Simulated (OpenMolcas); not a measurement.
**Computed transition rates of Cl⁺**

| Property | Result |
| --- | --- |
| Program | OpenMolcas |
| Method | SS-CASPT2, IPEA 0.25 Eh, imaginary shift 0.1 Eh (closed shells correlated: 2s 2p) |
| Basis | ANO-RCC-VTZP [5s4p2d1f] |
| Scalar Hamiltonian | DKH2, point nucleus |
| Active space | 6 electrons in 4 orbitals (3s 3p) |
| State averaging | 2S+1 = 3 even, 3 roots; 2S+1 = 1 even, 6 roots kept (CI in the orbitals of an earlier block); 2S+1 = 3 odd, 3 roots; 2S+1 = 1 odd, 3 roots kept (CI in the orbitals of an earlier block) |
| Spin-orbit coupling | state interaction with AMFI integrals over the reference wave functions, term energies averaged over their components |

Rates come from the transition moments of the reference wave functions (E1 and E2 in the length form). At fixed line strength A goes as λ^-3 for E1 and M1 and as λ^-5 for E2, so a rate at the computed wavelength can be rescaled to the measured one. Measured vacuum wavelengths follow from level energies in NIST Handbook of Basic Atomic Spectroscopic Data. Branching counts decays inside the model space alone, at computed energies, and the table is only a selection of the E2 and M1 lines, drawn from those between levels with measured partners whose computed energy lies within a factor of 1.5 of the measured one.

```tsv
Upper	Lower	Type	λ computed (nm)	λ measured (nm)	A computed (s-1)	A rescaled (s-1)	Branching %
3s2 3p4 3P0	3s2 3p4 3P1	M1	34700	33280	1.30e-03	1.47e-03	100.0
3s2 3p4 3P1	3s2 3p4 3P2	M1	15380	14370	6.20e-03	7.60e-03	100.0
3s2 3p4 1D2	3s2 3p4 3P1	M1	871.6	912.6	2.80e-02		21.9
3s2 3p4 1D2	3s2 3p4 3P2	M1	824.8	858.1	9.89e-02		77.5
3s2 3p4 1S0	3s2 3p4 1D2	E2	627.8	616.4	2.08e+00	2.28e+00	63.6
3s2 3p4 1S0	3s2 3p4 3P1	M1	364.9	367.9	1.18e+00		36.0
```

Spin-changing lines and M1 lines between different terms are not rescaled, since their strength hangs on the term gaps too.

The largest correction is for 3s2 3p4 3P1 → 3s2 3p4 3P2 (M1): 6.20e-03 × (15380 / 14370)^3 = 7.60e-03 s-1, a factor of 1.23.

The computed rate and branching of 3s2 3p4 3P1 → 3s2 3p4 3P2 give the upper level a radiative lifetime of 1.000 / 6.20e-03 s-1 = 1.61e+02 s, counting decays inside the model space alone. The rescaled rate gives about 1.3e+02 s.

No measured rate stands beside these. Rescaling mends the energy factor alone: line strengths can still be far off where a level mixes with configurations outside the active space, and weak or spin-changing lines hang on small mixing coefficients that depend on the term gaps too, so rescaling need not improve them.

CASPT2 breaks the degeneracy within a term, and the mean is taken; among the terms shown or strongly mixed into the levels shown the widest spread is 140 cm-1 (3s2 3p4 1D). Over all roots computed the reference weight is 0.87 to 0.95; the roots of lowest weight are the least certain, and an intruder state may touch them. Terms from blocks run as CI alone lack orbitals of their own. Computed and measured levels are paired by configuration, term and J; levels that our copy of the source lacks, or whose pairing is in doubt (as where it misses far off the trend of its configuration), stay unpaired. Levels of configurations outside the active space are missing.
